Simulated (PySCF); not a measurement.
Sn(Cl)(OH)(NH2)2 (ClH₅N₂OSn), SMILES [NH2][Sn]([NH2])([OH])[Cl]. Geometry: PBE0-D3(BJ)/def2-SVP. The def2 effective core potentials stand for the cores of Sn; spin–orbit coupling is left out. Other conformers were not sampled.

Computed equilibrium geometry at PBE0-D3(BJ)/def2-SVP (PySCF confirms it by a frequency run) as a Z-matrix (one conformer of several):
```
Sn
O 1 1.9696
H 2 0.9648 1 111.30
N 1 2.0179 2 103.75 3 151.27
H 4 1.0189 1 112.42 2 139.55
H 4 1.0199 5 107.71 1 121.91
N 1 2.0200 2 110.19 3 27.54
H 7 1.0186 1 112.02 2 -124.62
H 7 1.0189 8 108.38 1 124.04
Cl 1 2.3596 2 109.31 3 -87.95
```
